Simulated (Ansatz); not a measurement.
Basis sets compared for Cd₇H₂₀S₇. The state is a singlet with charge 0. Geometry r2SCAN-D4/def2-SVP. Ansatz on 2 threads of AMD EPYC 7R13 on a shared host and a share (18 GiB) of an NVIDIA H100 80GB HBM3; times are rough, and most runs start from earlier orbitals.

```
atom   x (Å)   y (Å)   z (Å)
 Cd1  -0.269  -1.843   3.172
 Cd2  -0.129   1.947   0.240
 Cd3  -3.041  -1.619   1.134
 Cd4   3.220   0.714   2.008
 Cd5   3.210  -1.859   0.185
 Cd6   0.612  -0.664  -2.621
 Cd7  -1.374  -3.484  -0.820
  S8   1.848   4.208   0.670
  S9   0.543   0.698   2.413
 S10   0.786  -2.742   0.838
 S11  -4.116   1.654  -1.910
 S12  -0.488   1.845  -3.635
 S13  -1.203  -0.570  -0.789
 S14   2.091   0.619  -0.741
 H15  -2.022  -1.617   2.641
 H16   0.476  -2.359   4.601
 H17  -1.296   2.991  -0.417
 H18  -4.448  -0.784   0.647
 H19   3.895   2.242   2.307
 H20   3.515  -1.051   1.886
 H21   4.229  -2.620  -0.919
 H22   1.254  -1.508  -3.920
 H23  -2.583  -3.395   0.507
 H24  -0.838  -4.120  -2.278
 H25   1.271   4.742   1.769
 H26   2.767   3.516   1.403
 H27   0.310   1.552   3.435
 H28   1.233  -3.945   1.266
 H29  -3.341   2.389  -1.072
 H30  -4.366   0.725  -0.950
 H31  -1.766   1.666  -3.202
 H32  -0.762   1.369  -4.871
 H33  -2.212  -0.019  -1.517
 H34   2.995   1.322  -1.461
```

In the def2 sets Cd takes a core potential; there is no spin–orbit coupling. Single mean-field runs in def2-SVP, def2-TZVP are fitted with def2-universal-jkfit. In the singlet geometry the species has come apart into loosely held pieces.

Binding counts from free atoms (Cd singlet, S triplet, H doublet) in the same basis, without a counterpoise term.

| level | functions | energy (Eh) | HOMO (eV) | LUMO (eV) | binding per atom (eV) | wall time |
| --- | --- | --- | --- | --- | --- | --- |
| PBE-D4/def2-SVP | 443 | -3971.4871 | -6.09 | -1.97 | 2.15 | 5.5 s |
| PBE0-D4/def2-SVP | 443 | -3971.6900 | -7.20 | -1.19 | 2.15 | 9.5 s |

**Question.** Estimate the rows for PBE-D4/def2-TZVP, PBE0-D4/def2-TZVP (with forces).

**Answer.** 
```json
{"level": "PBE-D4/def2-TZVP", "functions": "659", "energy (Eh)": "-3972.7393", "HOMO (eV)": "-6.13", "LUMO (eV)": "-2.05", "binding per atom (eV)": "2.13", "wall time": "8 s"}
{"level": "PBE0-D4/def2-TZVP (with forces)", "functions": "659", "energy (Eh)": "-3972.9168", "HOMO (eV)": "-7.22", "LUMO (eV)": "-1.26", "binding per atom (eV)": "2.13", "wall time": "12 s"}
```
